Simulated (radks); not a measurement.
Problem. The selenium ion Se3+, configuration [Ar] 3d10 4s2 4p1 (the NIST ground configuration). Method: scalar-relativistic Kohn-Sham, PBE, spin-polarised, spherical densities, finite nucleus; open shells are filled with parallel spins first; Fermi nuclear charge, rms radius 4.14 fm; computed with a radial shooting solver on a logarithmic mesh with Libxc functionals. Some entries of the table are withheld. Estimate them.

orbital  occ.  eigenvalue (eV)  <r> (bohr)
1s up       1        -12542.21     0.04408
1s down     1        -12542.14     0.04408
2s up       1        -1643.912      0.1959
2s down     1        -1643.878      0.1959
2p up       3        -1450.430      0.1711
2p down     3        -1450.365      0.1711
3s up       1        -249.9685      0.5738
3s down     1        -249.8683      0.5737
3p up       3        -189.4319      0.5891
3p down     3        -189.3152      0.5888
3d up       5         -89.4912      0.6272
3d down     5         -89.3227      0.6255
4s up       1         -49.9224         (1)
4s down     1         -48.6010         (2)
4p up       1         -37.0243         (3)
4p down     0         -35.6732         (4)

Solution. 
(1) 4s up <r> (bohr): 1.640
(2) 4s down <r> (bohr): 1.638
(3) 4p up <r> (bohr): 1.879
(4) 4p down <r> (bohr): 1.885
